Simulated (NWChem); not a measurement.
System: CH4F2Si; SMILES C([SiH2]F)F

```xyz
8

F      0.5594    -1.8057     0.2495
C     -0.3513    -1.0711    -0.4777
Si    -0.4978     0.6872     0.1913
F      0.8605     1.5170    -0.1394
H     -0.0488    -1.0610    -1.5411
H     -1.3408    -1.5654    -0.4317
H     -0.6801     0.6642     1.6666
H     -1.6331     1.3655    -0.4963
```
Atoms are numbered in this order, from 1.

Program: NWChem. Coordinates come from a PBE0/def2-SVP optimisation.

### Question
Predict the results for PBE0/cc-pVTZ. Quantities: highest occupied level (eV); orbital gap (eV); dipole (D).

### Answer
```json
{
  "highest occupied level (eV)": "-8.79",
  "orbital gap (eV)": "9.01",
  "dipole (D)": "2.19"
}
```
